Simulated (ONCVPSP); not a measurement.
# Configuration tests for molybdenum (ONCV)

- Element: molybdenum (Mo)
- Generator: ONCVPSP 4.0.1
- Type: optimised norm-conserving Vanderbilt (ONCV)
- Functional: PW91
- Relativity: fully relativistic
- Frozen core: [Ar] 3d10
- Valence charge: 14
- Reference configuration: 4s2 4p6 4d5 (charge +1)
- Partial waves: 4s: rc 1.25 bohr, ncon 3, nbas 8, qcut 4.8 1/bohr, 2 projectors, debl 1.4 Ha; 4p: rc 1.85 bohr, ncon 3, nbas 6, qcut 9.4 1/bohr, 3 projectors, debl 3.8 Ha; 4d: rc 1.60 bohr, ncon 5, nbas 8, qcut 6 1/bohr, 2 projectors, debl 3.4 Ha; f scattering state at 0.34 Ha: rc 1.75 bohr, ncon 4, nbas 9, qcut 6.9 1/bohr, 3 projectors, debl 1.3 Ha
- Local potential: polynomial inside 1.00 bohr (lpopt 5, dvloc0 0 Ha)
- Core correction: none

Open shells are filled in proportion to 2j + 1.

In the s channel the program set the typed energies aside and used -2.615, 0.250 Ha.

Energies are relative to the spin-unpolarised reference configuration 4s2 4p6 4d5; without spin polarisation the order of configurations can differ from experiment.

```tsv
valence configuration	charge	ΔE all-electron (eV)	error AE − PS (meV)
4s2 4p6 4d4	+2	15.521	+0.3
4s2 4p5 4d5 5s1	+1	37.129	-19
```

Task: What are ΔE and the potential's error for 4s2 4p6 4d3?

Result: ΔE = 42.327 eV all-electron; the error (AE − PS) is +4.0 meV.

Task: What are ΔE and the potential's error for 4s2 4p6 4d5 5s1?

Result: ΔE = -6.945 eV all-electron; the error (AE − PS) is -0.6 meV.

Note: no bound ghost flagged; GHOST(+) flagged for s at 124.5 eV.
